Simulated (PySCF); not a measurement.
C4H8BP.
Atom-mapped SMILES: `[CH:1]#[C:2]/[CH:3]=[CH:4]\[BH2-:5][PH3+:6]` (hydrogens: H7 on C1; H8 on C3; H9 on C4; H10, H11 on B5; H12, H13, H14 on P6)

Method: PySCF 2.14.0, PBE0-D3(BJ)/def2-SVP geometry optimisation, gas phase.

**Question.** Give the optimised bond lengths and angles.

**Answer.** 
```csv
bond,length (Å),order
C1≡C2,1.216,triple
C2–C3,1.425,single
C3=C4,1.352,double
C4–B5,1.600,single
B5–P6,1.944,single
C1–H7,1.074,single
C3–H8,1.097,single
C4–H9,1.098,single
"B5–H10, B5–H11",1.223,single
"P6–H12, P6–H13, P6–H14",1.416,single
```

Bonds in one row agree within 0.01 Å and their mean is given. Orders are formal, as drawn. A selection of angles:
```csv
angle,degrees
C2–C1–H7,178.8
C1–C2–C3,178.9
C2–C3–C4,124.2
C2–C3–H8,115.3
C4–C3–H8,120.5
C3–C4–B5,126.8
C3–C4–H9,114.9
B5–C4–H9,118.3
C4–B5–P6,105.6
C4–B5–H10,115.4
P6–B5–H10,101.6
P6–B5–H11,103.4
H10–B5–H11,112.9
B5–P6–H12,116.3
B5–P6–H13,117.9
H12–P6–H13,101.0
H13–P6–H14,100.3
```

Torsions: C2–C3–C4–B5 1° (synperiplanar); C3–C4–B5–P6 -69° (synclinal). The mirror-image conformer, all signs reversed, is as good.

Of the pairs four or more bonds apart, C2···P6 is among the closest relative to their van der Waals radii: 3.49 Å, 100 % of the sum of Bondi's values. B5 (four-coordinate boron) is distorted tetrahedral (angles from 101.6° to 115.7°). The C–C distances run from 1.216 Å (C1≡C2, drawn triple) to 1.425 Å (C2–C3, drawn single), a spread of 0.209 Å. P6 (phosphorus bonded to B and 3 H) is distorted tetrahedral (angles from 100.3° to 117.9°).

Point group: C1 (no symmetry element, even within 0.4 Å). Stationary, but not proved a minimum. One conformer, not necessarily the lowest.
